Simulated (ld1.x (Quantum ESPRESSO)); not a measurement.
**u(r) = r·R(r): atom against pseudo-atom (F)**

Columns: radius, all-electron u(r) and pseudo u(r) of the 2p shell (level -28.31 eV) of fluorine in the configuration [He] 2s2 2p4; PBE, scalar-relativistic, ultrasoft scheme, ld1.x (Quantum ESPRESSO) 7.5.

```json
{"r (bohr)": "0.093", "all-electron": "0.1341", "pseudo": "0.0144"}
{"r (bohr)": "0.185", "all-electron": "0.3673", "pseudo": "0.0558"}
{"r (bohr)": "0.278", "all-electron": "0.5869", "pseudo": "0.1214"}
{"r (bohr)": "0.370", "all-electron": "0.7538", "pseudo": "0.2043"}
{"r (bohr)": "0.463", "all-electron": "0.8685", "pseudo": "0.2991"}
{"r (bohr)": "0.555", "all-electron": "0.9340", "pseudo": "0.3963"}
{"r (bohr)": "0.648", "all-electron": "0.9606", "pseudo": "0.4902"}
{"r (bohr)": "0.740", "all-electron": "0.9575", "pseudo": "0.5719"}
{"r (bohr)": "0.833", "all-electron": "0.9330", "pseudo": "0.6378"}
{"r (bohr)": "0.925", "all-electron": "0.8946", "pseudo": "0.6828"}
{"r (bohr)": "1.018", "all-electron": "0.8467", "pseudo": "0.7067"}
{"r (bohr)": "1.110", "all-electron": "0.7942", "pseudo": "0.7093"}
{"r (bohr)": "1.203", "all-electron": "0.7387", "pseudo": "0.6932"}
{"r (bohr)": "1.295", "all-electron": "0.6834", "pseudo": "0.6625"}
{"r (bohr)": "1.388", "all-electron": "0.6286", "pseudo": "0.6212"}
{"r (bohr)": "1.480", "all-electron": "0.5763", "pseudo": "0.5746"}
{"r (bohr)": "1.573", "all-electron": "0.5261", "pseudo": "0.5260"}
{"r (bohr)": "1.665", "all-electron": "0.4794", "pseudo": "0.4794"}
{"r (bohr)": "1.758", "all-electron": "0.4353", "pseudo": "0.4353"}
{"r (bohr)": "1.850", "all-electron": "0.3948", "pseudo": "0.3948"}
{"r (bohr)": "1.943", "all-electron": "0.3571", "pseudo": "0.3571"}
{"r (bohr)": "2.035", "all-electron": "0.3229", "pseudo": "0.3229"}
{"r (bohr)": "2.128", "all-electron": "0.2912", "pseudo": "0.2912"}
{"r (bohr)": "2.220", "all-electron": "0.2626", "pseudo": "0.2626"}
{"r (bohr)": "2.313", "all-electron": "0.2362", "pseudo": "0.2362"}
{"r (bohr)": "2.405", "all-electron": "0.2125", "pseudo": "0.2125"}
```

(1) How many radial nodes do the two functions have?

(2) At about which radius was the pseudo-wave matched?

(3) Is the pseudo-wave norm-conserving?

Answers

(1) The all-electron 2p function has n − l − 1 = 0; the pseudo-wave has 0.

(2) 1.75 bohr. The columns agree to 0.0005 from 1.57 bohr on; several derivatives are matched, so the curves merge somewhat inside the radius.

(3) No, it belongs to an ultrasoft set: the norm inside the radius is not constrained, and the difference is carried by the augmentation charge.
